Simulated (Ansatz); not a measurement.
Abridged output of a molecular run in Ansatz:

```
Functional definition: HF
1579 factors; integrals over basis functions are off by at most 8.5e-4 eV
mean field evaluation 1: about -6378.4099 eV, gradient 4.8e1 eV
mean field evaluation 2: about -6378.5952 eV, gradient 4.8e1 eV
mean field evaluation 4: about -6383.4901 eV, gradient 4.3e0 eV
mean field evaluation 8: about -6383.5523 eV, gradient 2.6e-1 eV
mean field -6383.55255061 eV, -234.5912293078 hartree, gradient 1.1e-6 eV, S^2 0.000000; 0 other end points of the search recorded, 0 dependent functions left out
5 core orbitals not correlated: weight in the atoms' cores, before any rotation towards them, 1.000 or more for the frozen orbitals, at most 0.000 for the correlated occupied ones
reference -6383.55255061 eV, -234.5912293078 hartree; 15, 15 occupied and 247, 247 virtual orbitals, 1579 factors
second order -24.65166517 eV of doubles, -0.00000000 eV of singles
cycle   1  -25.10693097 eV  change   -4.6e-1 eV  update   9.5e-2
cycle   2  -25.64729315 eV  change   -5.4e-1 eV  update   2.7e-2
cycle   3  -25.75825103 eV  change   -1.1e-1 eV  update   1.4e-2
cycle   4  -25.74858550 eV  change    9.7e-3 eV  update   3.4e-3
cycle   5  -25.74812019 eV  change    4.7e-4 eV  update   1.5e-3
cycle   6  -25.74847113 eV  change   -3.5e-4 eV  update   4.6e-4
cycle   7  -25.74818233 eV  change    2.9e-4 eV  update   1.5e-4
cycle   8  -25.74814033 eV  change    4.2e-5 eV  update   5.1e-5
cycle   9  -25.74815357 eV  change   -1.3e-5 eV  update   1.9e-5
perturbative correction -0.96874681 eV, -0.0356007887 hartree
Total energy: -6410.26945099 eV, -235.5730572873 hartree
```

Its atoms:

```xyz
13

C    -1.789    0.699   -0.370
N    -0.521    0.044   -0.563
B     0.539   -0.123    0.354
C     1.851   -0.883   -0.067
O     0.486    0.357    1.643
H    -2.632    0.014   -0.506
H    -1.867    1.099    0.643
H    -1.924    1.544   -1.054
H    -0.395   -0.340   -1.484
H     2.726   -0.241    0.073
H     2.008   -1.757    0.573
H     1.848   -1.225   -1.105
H    -0.329    0.812    1.863
```

(1) Which basis set was used?
A. cc-pV(Q+d)Z
B. def2-TZVPP
C. def2-SVPD
D. cc-pV(D+d)Z

(2) Write the keys of the input that set method, charge and spin (a neutral closed shell needs none for the last two).

Answers

(1) B. It gives 267 functions.

(2) 
```yaml
correlation: {method: ccsd_t}
```
